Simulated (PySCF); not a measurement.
**Diatomics of H with group 13**

HF with double-zeta basis sets in PySCF, for the lowest determinant that a PBE0 search found; no spin–orbit coupling. De refers to high-spin ground-configuration atoms. A positive dipole means M(−)H(+).

```csv
M,basis,reference,state (unpaired electrons),Re (Å),ωe (cm⁻¹),De (eV),μ (D)
B,cc-pVDZ,RHF,singlet (closed shell),1.236,2493,2.61,1.66
Al,def2-SVP,RHF,singlet (closed shell),1.646,1762,2.29,0.29
Ga,x2c-SVPall,RHF,singlet (closed shell),1.664,1681,2.06,-0.04
In,def2-SVP,RHF,singlet (closed shell),1.851,1523,1.80,-0.36
Tl,def2-SVP,RHF,singlet (closed shell),1.907,1419,1.59,-1.09
```

The shortest bond is that of BH (1.236 Å), the longest that of TlH (1.907 Å). BH is bound most strongly (2.61 eV) and TlH least (1.59 eV).

The rows differ in basis set, which adds steps of its own.

Down a group the atoms grow and get heavier, so bonds lengthen and wavenumbers fall; this series shows no clear exception.

Spin–orbit coupling is left out, which matters for elements this heavy, above all for dissociation energies. Where the molecule has an RHF reference, its open-shell atoms are computed with UHF. Hartree–Fock leaves out correlation, which carries a large part of most bond energies and some tenths to 1 eV of ionisation energies.
